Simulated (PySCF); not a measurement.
BGeH$_{5}$Si, CH$_{6}$GeSi (calculated)

All values are calculated (PySCF 2.14.0). Calculation on a computer-drawn molecule: optimised geometry and harmonic frequencies of an isolated molecule of the commonest isotopes, restricted reference for singlets and unrestricted otherwise, frozen core in MP2; on germanium a core potential holds 10 electrons, which the energies leave out, and 3d is frozen in MP2 and coupled-cluster steps.

Common to all runs: charge 0; multiplicity 1; method HF; basis cc-pV(D+d)Z; basis and core potential on germanium cc-pVDZ-PP ECP10MDF.

```json
{"entry": 1, "formula": "BGeH5Si", "start_structure": {"atoms_angstrom": [["Si", 2.5226, 2.4421, -0.9777], ["B", 1.4352, 2.4348, 0.4866], ["Ge", -0.2774, 1.3984, 0.1799], ["H", 3.01, 2.9694, -2.3594], ["H", 1.8776, 2.5981, 1.6053], ["H", -0.745, 1.3394, -1.2513], ["H", -0.1263, -0.1172, 0.497], ["H", -1.5311, 1.7844, 0.8744]]}, "given": {"drawn_bonds_atom": [1, 2, 1, 2, 3, 3, 3], "drawn_bonds_other_atom": [2, 3, 4, 5, 6, 7, 8], "drawn_bonds_order": [1, 1, 1, 1, 1, 1, 1]}, "results": {"optimised_atom_element": ["Si", "B", "Ge", "H", "H", "H", "H", "H"], "optimised_atom_x [angstrom]": [2.904, 1.641, -0.2805, 2.336, 1.921, -0.6354, -0.3833, -1.336], "optimised_atom_y [angstrom]": [2.194, 2.111, 1.286, 3.553, 2.503, 0.898, 0.01652, 2.287], "optimised_atom_z [angstrom]": [-1.254, 0.2875, 0.09056, -1.634, 1.389, -1.354, 0.9496, 0.5787], "modes_frequency [cm^-1]": [84.97, 90.58, 319.2, 385.5, 437.3, 514.7, 554.1, 689.4, 818.0, 899.1, 909.3, 967.6, 975.6, 2119, 2190, 2198, 2212, 2694], "modes_reduced_mass [dalton]": [1.278, 4.567, 1.113, 1.11, 1.924, 1.205, 1.512, 2.346, 1.411, 1.067, 1.481, 1.052, 1.026, 1.04, 1.023, 1.023, 1.012, 1.091], "rotational_constants [GHz]": [22.75, 1.76, 1.692], "total_energy [hartree]": -609.8087, "convergence_status_largest_gradient_component [hartree/bohr]": 3.442e-05}}
{"entry": 2, "formula": "CH6GeSi", "start_structure": {"atoms_angstrom": [["Si", 1.0168, 0.6576, -2.7628], ["C", 0.3946, -0.6432, -1.531], ["Ge", -0.3014, 0.7068, -0.2493], ["H", -0.0884, 0.4159, -3.8144], ["H", -0.3483, -1.3833, -1.8332], ["H", 1.2429, -1.1673, -1.0227], ["H", -1.1434, 1.7363, -1.037], ["H", -1.154, 0.2769, 0.7911], ["H", 0.8628, 1.5333, 0.3136]]}, "given": {"drawn_bonds_atom": [1, 2, 1, 2, 2, 3, 3, 3], "drawn_bonds_other_atom": [2, 3, 4, 5, 6, 7, 8, 9], "drawn_bonds_order": [1, 1, 1, 1, 1, 1, 1, 1]}, "results": {"optimised_atom_element": ["Si", "C", "Ge", "H", "H", "H", "H", "H", "H"], "optimised_atom_x [angstrom]": [1.416, 0.3557, -0.3493, 0.2726, -0.5355, 0.9236, -1.633, -0.641, 0.6719], "optimised_atom_y [angstrom]": [0.1465, -0.6074, 0.771, 0.8424, -1.105, -1.326, 1.376, 0.1353, 1.901], "optimised_atom_z [angstrom]": [-2.915, -1.537, -0.293, -3.637, -1.936, -0.9413, -0.867, 1.069, -0.08942], "modes_frequency [cm^-1]": [35.27, 147.8, 220.0, 523.4, 552.1, 598.7, 678.8, 737.1, 926.4, 939.4, 963.1, 973.1, 1021, 1146, 1508, 2111, 2197, 2221, 2237, 3174, 3244], "modes_reduced_mass [dalton]": [1.279, 3.953, 1.139, 1.826, 1.185, 1.777, 1.113, 2.468, 1.11, 1.162, 1.033, 1.035, 1.191, 1.154, 1.098, 1.042, 1.022, 1.023, 1.014, 1.058, 1.104], "rotational_constants [GHz]": [18.67, 2.137, 2.019], "total_energy [hartree]": -623.6060, "convergence_status_largest_gradient_component [hartree/bohr]": 1.615e-05}}
```
